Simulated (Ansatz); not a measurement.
Ideal-gas functions of AlBrH4N2, SMILES `[NH2][Al]([NH2])[Br]` at 400 K and 1 bar, from an Ansatz frequency run at PBE0-D4/def2-TZVP.

Molar mass 138.93 g/mol, point group C2v (symmetry number 2), electronic degeneracy 1, moments of inertia 84.875, 265.823, 350.698 u Å². Harmonic wavenumbers (cm⁻¹, unscaled): 148, 175, 234, 242, 332, 347, 376, 377, 620, 692, 794, 909, 1559, 1569, 3619, 3620, 3711, 3711.

Use S(trans) = R[1.5 ln M + 2.5 ln T − 1.1517]; rotational temperatures θ = 24.2544 K / I; S(rot) = R[ln(√π/σ · √(T³/θAθBθC)) + 1.5]; for each mode x = 1.438777 ν̃/T, S = R[x/(eˣ − 1) − ln(1 − e⁻ˣ)] and H = RT x/(eˣ − 1); 1 cm⁻¹ = 0.0119627 kJ/mol; R = 8.31446 J/(mol·K).

Question: By hand: the entropy, in J/(mol·K).

Answer: Translation 176.5. Rotation: θ = 0.2858, 0.0912, 0.0692 K, giving 112.5. Vibration, mode by mode: 13.65, 12.30, 9.99, 9.73, 7.32, 6.99, 6.41, 6.39, 3.18, 2.59, 1.94, 1.40, 0.20, 0.20, 0.00, 0.00, 0.00, 0.00, in all 82.3. Electronic 0.0. Sum 371.3 J/(mol·K).

Question: By hand: H − E and G − E in kJ/mol, counted from the electronic energy.

Answer: Zero-point energy ½ × 23035 × 0.0119627 = 137.8; thermal vibration 18.4; translation, rotation and pV give 4 RT = 13.3. H − E = 169.5 kJ/mol, and G − E = 169.5 − 400 × 371.3/1000 = 21.0 kJ/mol.

Vibration gives 22 % of the entropy, 13.7 J/(mol·K) of it from the mode under 150 cm⁻¹: soft modes count most, and the harmonic formula is weakest for them. The sum counts one conformer and one mirror image; others add a mixing term.
